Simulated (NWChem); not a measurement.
System: C3H9OSi, doublet; SMILES C[Si](C)(C)[O]

The radical's symmetric form is orbitally degenerate, so geometry and low modes hang on which distorted state is reached.

Problem. Give the equilibrium geometry at PBE0/def2-SVP, spin-unrestricted (NWChem) as a list of bonds and angles, with the point group.

Solution. point group Cs; any orientation.
Bonds (Å): C1–Si2 1.884, C1–H6 1.102, C1–H7 1.100, C1–H8 1.100, Si2–C3 1.875, Si2–C4 1.875, Si2–O5 1.691, C3–H9 1.101, C3–H10 1.102, C3–H11 1.101, C4–H12 1.102, C4–H13 1.101, C4–H14 1.101. Angles (°): Si2–C1–H6 108.8, Si2–C1–H7 111.2, Si2–C1–H8 111.3, H6–C1–H7 108.5, H6–C1–H8 108.4, H7–C1–H8 108.7, C1–Si2–C3 111.3, C1–Si2–C4 111.4, C1–Si2–O5 101.2, C3–Si2–C4 111.2, C3–Si2–O5 111.0, C4–Si2–O5 110.4, Si2–C3–H9 111.2, Si2–C3–H10 111.0, Si2–C3–H11 110.7, H9–C3–H10 107.6, H9–C3–H11 107.9, H10–C3–H11 108.3, Si2–C4–H12 110.9, Si2–C4–H13 110.7, Si2–C4–H14 111.1, H12–C4–H13 108.4, H12–C4–H14 107.6, H13–C4–H14 107.9.
